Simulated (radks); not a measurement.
The numbers below are computed, except where a source is named.
Initial-state core-level shifts of the ytterbium ion Yb+ when its valence configuration changes from [Xe] 4f14 6s1. Level of theory: Dirac Kohn-Sham, LDA (Slater exchange, Perdew-Wang correlation), spin-unpolarised, spherical densities, finite nucleus; open shells fill j = l - 1/2 first; Fermi nuclear charge, rms radius 5.3108 fm (a radial shooting solver on a logarithmic mesh with Libxc functionals). Shifts are changes of the shell-averaged eigenvalues in eV (positive: less bound); the change of the density at the nucleus, which sets a Mossbauer isomer shift, is in e/bohr^3, on a base of 1.022e+06.

valence,3d,4s,4d,5s,density at nucleus
4f13 6s2,-9.922,-9.808,-9.499,-6.445,+111.7
4f13 6s1 6p1,-11.130,-11.021,-10.716,-7.666,+57.1
4f13 5d1 6s1,-7.660,-7.539,-7.205,-4.107,+43.6
4f14 5d1,+1.485,+1.501,+1.529,+1.671,-50.7
4f14 6p1,-1.219,-1.227,-1.235,-1.288,-47.7
4f13 5d2,-5.785,-5.655,-5.299,-2.140,-13.9
4f14 6s0.5 6p0.5,-0.616,-0.620,-0.624,-0.651,-23.5
4f13.5 6s1 6p0.5,-5.282,-5.253,-5.120,-3.752,+26.2
4f14 5d0.5 6s0.5,+0.794,+0.802,+0.817,+0.890,-26.3
